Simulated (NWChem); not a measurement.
System: CH4FNOTi; SMILES C[N]=[Ti]([OH])[F]

```xyz
9

Ti    -0.0244     0.4509    -0.0437
N     -0.0791    -1.2267    -0.0204
C      0.1284    -2.6425     0.0269
H     -0.7240    -3.1612     0.4905
H      0.2447    -3.0483    -0.9892
H      1.0352    -2.9063     0.5920
F      1.5654     1.2785     0.0300
O     -1.6150     1.3373     0.0228
H     -2.5230     1.0085     0.0649
```
Atoms are numbered in this order, from 1.

Structure relaxed at the B3LYP/6-31G* (spherical d) level. Not confirmed as a minimum by frequencies.

Problem. Give the principal values of the shielding tensors (ppm) of Ti1, N2, C3, F7, O8 from PBE0/pcSseg-1, GIAO (NWChem), with their diamagnetic and paramagnetic parts as GIAO splits them.

Solution. 
| atom | σ11 | σ22 | σ33 | isotropic | diamagnetic | paramagnetic |
|---|---|---|---|---|---|---|
| Ti1 | -1182.2 | -832.1 | 417.2 | -532.3 | 1608.1 | -2140.4 |
| N2 | -616.7 | -227.8 | 196.7 | -216.0 | 329.1 | -545.1 |
| C3 | 78.1 | 102.1 | 185.0 | 121.7 | 247.6 | -125.8 |
| F7 | -481.7 | 41.6 | 270.7 | -56.4 | 479.6 | -536.0 |
| O8 | -484.8 | 186.2 | 259.3 | -13.1 | 395.2 | -408.3 |
